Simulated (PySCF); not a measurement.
Computed IR spectrum (relative IR intensity) of a molecule C₃H₈AlCl. Geometry optimised at PBE-D3(BJ)/def2-SVP. The values are those of a single conformer. Computed with PBE-D3(BJ)/def2-SVP (PySCF). Frequencies are harmonic and unscaled.

| ν (cm⁻¹) | relative intensity |
|---|---|
| 280 | 3.1 |
| 328 | 2.7 |
| 450 | 24 |
| 493 | 22 |
| 566 | 3.7 |
| 659 | 100 |
| 876 | 5.2 |
| 932 | 6.5 |
| 1082 | 2.6 |
| 1422 | 7.9 |
| 1886 | 76 |
| 2899 | 7.2 |
| 2942 | 15 |
| 2946 | 17 |
| 3017 | 11 |
| 3022 | 6.6 |
| 3038 | 7.8 |
| 3053 | 5.8 |

Which structure fits?
A) CC[CH2][AlH][Cl]
B) C[CH2][Al]([CH3])[Cl]
C) C[CH](C)[AlH][Cl]

C, C[CH](C)[AlH][Cl]
